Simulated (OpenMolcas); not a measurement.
**Ti2+: effect of the basis set**

- Program: OpenMolcas 26.06
- Method: SS-RASPT2, IPEA 0.25 Eh, imaginary shift 0.1 Eh (closed shells correlated: 3s)
- Active space: 8 electrons in 8 orbitals (RAS1 3p, at most 2 holes; RAS2 3d)
- State averaging: 2S+1 = 3 even, 10 roots; 2S+1 = 1 even, 15 roots
- Spin-orbit coupling: RASSI with atomic mean-field integrals over the reference wave functions, term energies averaged over their components

A. ANO-RCC-VTZP [6s5p3d2f1g], DKH2, point nucleus; CASPT2 step of the order of 12 core-seconds
B. ANO-R2 [6s5p4d2f1g], X2C, finite nucleus; CASPT2 step about 8 core-seconds
C. ANO-RCC-VQZP [7s6p4d3f2g1h], DKH2, point nucleus; CASPT2 step roughly 21 core-seconds

Energies in cm-1 above 3d2 3F2, the measured ground level; measured values from Corliss and Sugar, J. Phys. Chem. Ref. Data 8, 1 (1979).

```tsv
Level	A	B	C	Measured
3d2 3F2	0.0	0.0	0.0	0.0
3d2 3F3	215	207	215	185
3d2 3F4	492	474	493	420
3d2 1D2	8620	8370	8350	8474
3d2 3P0	11010	10780	10880	10538
3d2 3P1	11080	10860	10960	10604
3d2 3P2	11230	11000	11110	10721
3d2 1G4	14730	14450	14270	14398
3d2 1S0	31730	31090	31100	32476
```

Deviations, from unrounded energies. A percentage is the sum of absolute deviations over the sum of measured energies, with the sign that they share, or ± where signs differ.

```csv
Against measurement,Levels,A,B,C
mean absolute deviation (cm-1),8,350,300,350
fine structure of the ground term (%),2,+16.8,+12.5,+16.9
other terms of the ground configuration (%),6,±3.1,±2.7,±3.1
```

B lies closest to measurement on these levels and C furthest from it. The largest miss of B in the table is 3d2 1S0, by -1400 cm-1. The ranking rests on the paired levels alone, and a cruder setting can come out closer through cancelling errors.

The two smallest mean deviations differ by little beside CASPT2's spread within terms, so their order carries little weight.

Among A to C the level of the table that moves most is 3d2 1S0, by 640 cm-1 (lowest in B, highest in A). Moves below CASPT2's spread within the term are not significant.

CASPT2 does not keep the components of a term degenerate, so their means are used; among the terms shown or strongly mixed into the levels shown the widest spread is 530 cm-1 (3d2 1G, B). Active for correlation alone: 3p; no level in the range computed is led by a configuration that opens it, so any true level of that kind is missing. Computed and measured levels are paired by configuration, term and J; levels that our copy of the source lacks, or whose pairing is in doubt (as where it misses far off the trend of its configuration), stay unpaired and out of the deviations. Levels of configurations outside the active space are missing.
